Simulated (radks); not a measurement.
Values are calculated unless marked as measured or tabulated.
The thulium ion Tm2+, configuration [Kr] 4d10 4f13.25 5s1.75 5p6 (fractional occupations, a model configuration). Code: a radial shooting solver on a logarithmic mesh with Libxc functionals. Model: scalar-relativistic Kohn-Sham, PBE, spin-polarised, spherical densities, finite nucleus; open shells are filled with parallel spins first (spin-orbit coupling, left out, can overturn this in heavy ions); Fermi nuclear charge, rms radius 5.2256 fm.

Normalised radial functions P(r) = r R(r), r in bohr:

```
   r/bohr * 5s up, o 4f up, + 6s up (the largest magnitude, 1.13, reaches the edge; | marks zero, & curves that meet)
0.0009858                             &*
 0.001148                             &*
 0.001336                             o+*
 0.001555                             o+*
 0.001811                             o+*
 0.002108                             o+*
 0.002454                             o+*
 0.002857                             o+ *
 0.003326                             o+ *
 0.003872                             o+ *
 0.004507                             o+ *
 0.005247                             o+  *
 0.006108                             o+  *
 0.007111                             o+  *
 0.008279                             o+  *
 0.009638                             o+  *
  0.01122                             o+  *
  0.01306                             o+ *
  0.01521                             o+ *
   0.0177                             o+*
  0.02061                             &*
  0.02399                             &
  0.02793                            *&
  0.03251                          * +o
  0.03785                         * + o
  0.04407                        *  + o
   0.0513                       *   + o
  0.05972                       *   + |o
  0.06952                        *  + |o
  0.08094                          * +|o
  0.09347                            *+ o
   0.1088                             |+ &
   0.1267                             | +  o*
   0.1475                             |  +   o *
   0.1717                             |  +     &
   0.1999                             | +    *    o
   0.2327                             |+ *           o
   0.2709                          * +|                  o
   0.3153                    *     +  |                     o
   0.3671                *       +    |                        o
   0.4274                *        +   |                         o
   0.4975                    *     +  |                          o
   0.5792                            *+                         o
   0.6743                             |  +    *                o
    0.785                             |     +          *    o
   0.9139                             |       +          o   *
    1.064                             |      +        o        *
    1.239                             |    +       o          *
    1.442                             |+         o         *
    1.679                         +   |       o      *
    1.954                    +        |     o   *
    2.275                +            |   o *
    2.648              +              |  &
    3.083              +              |*o
    3.589               +             |&
    4.178                  +          *o
    4.864                     +       &
    5.663                        +    &
    6.592                           + &
    7.675                            +&
    8.934                             &
     10.4                             &
```

5s up: eigenvalue -68.234 eV, 4 radial nodes at r = 0.0241, 0.0957, 0.249, 0.590 bohr, <r> = 1.23 bohr, 90 % of the charge inside 1.78 bohr. 4f up: eigenvalue -17.468 eV, 0 radial nodes, <r> = 0.804 bohr, 90 % of the charge inside 1.42 bohr. 6s up (empty): eigenvalue -15.127 eV, 5 radial nodes at r = 0.0241, 0.0956, 0.248, 0.576, 1.47 bohr, <r> = 3.26 bohr, 90 % of the charge inside 4.68 bohr.
